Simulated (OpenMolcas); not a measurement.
**Ru4+: moving or changing the point charges**

Ru4+ among 6 point charges of -1.7 e arranged as an octahedron (Oh), 1.78 Å from the ion.

```json
{"Program": "OpenMolcas", "Method": "SS-CASPT2, IPEA 0.25 Eh, imaginary shift 0.1 Eh (closed shells correlated: 4s 4p)", "Basis": "ANO-RCC-VDZP [6s5p3d1f]", "Scalar Hamiltonian": "DKH2, point nucleus", "Active space": "4 electrons in 5 orbitals (4d)", "State averaging": "2S+1 = 5 even, 5 roots; 2S+1 = 3 even, 45 roots; 2S+1 = 1 even, 50 roots", "Spin-orbit coupling": "RASSI with atomic mean-field integrals over the reference wave functions"}
```

Runs around this geometry, states (labels of O, the rotations of Oh). Energies in cm-1 above the lowest state or level, χT in cm3 K/mol; 10Dq and B are least-squares fits to the states below 45000 cm-1, weighted by degeneracy, with a free offset, and given where the rms deviation is under 5 % of |10Dq| (or 100 cm-1) and under 700 cm-1.

| R (Å) | q (e) | Ground state | First state of that spin | 10Dq | B (rms of fit) | First gap with spin-orbit (degeneracies) | χT at 300 K | First state of another spin |
| --- | --- | --- | --- | --- | --- | --- | --- | --- |
| 1.86 | -1.1 | 5E | 5T2 6170 |  |  | 270 (1, 3) | 1.819 | 3T1 15000 |
| 1.78 | -1.7 | 5E | 5T2 11780 | 12135 | 770 (537) | 250 (1, 3) | 2.212 | 3T1 9560 |
| 2.02 | -1.7 | 5E | 5T2 6480 |  |  | 270 (1, 3) | 1.856 | 3T1 14690 |

Taking the first state of the same spin as R^-n, n = -ln(6480 / 11780) / ln(2.02 / 1.78) = 4.7 between the shortest and longest distance.

Roots that are degenerate in the reference are averaged as groups; the widest CASPT2 spread within a group is 490 cm-1 (the 3-fold group of multiplicity 3 near 26700 cm-1 above the lowest state of its run, R = 2.02, q = -1.7). Shifts and gaps below about the spread of the groups concerned are not significant. An orbital doublet at a regular site is open to a Jahn-Teller distortion, which this geometry leaves out. Point charges give a weaker field than real ligands, and real ions of this kind are as a rule low spin; the high spin found here belongs to the model. Free-ion shares, where given, are those of the reference states; single-state CASPT2 does not remix them. This field is weak: 10Dq is about 6375 cm-1, while octahedral complexes of 4d ions of charge 3 and more, computed by the same method with explicit ligands, had a median near 25000 cm-1. Ground spin and moment need not be those of a real site (figures for R = 1.86, q = -1.1; the like holds for R = 1.78, q = -1.7, R = 2.02, q = -1.7). This shell can be high or low spin here, a state of another spin lies low, and with metal d orbitals alone active their balance is uncertain, so the ground spin may be wrong (holds for R = 1.78, q = -1.7; R = 2.02, q = -1.7). Point charges carry no covalency, so the field is a model and not that of real ligands. No measured value stands beside these numbers.
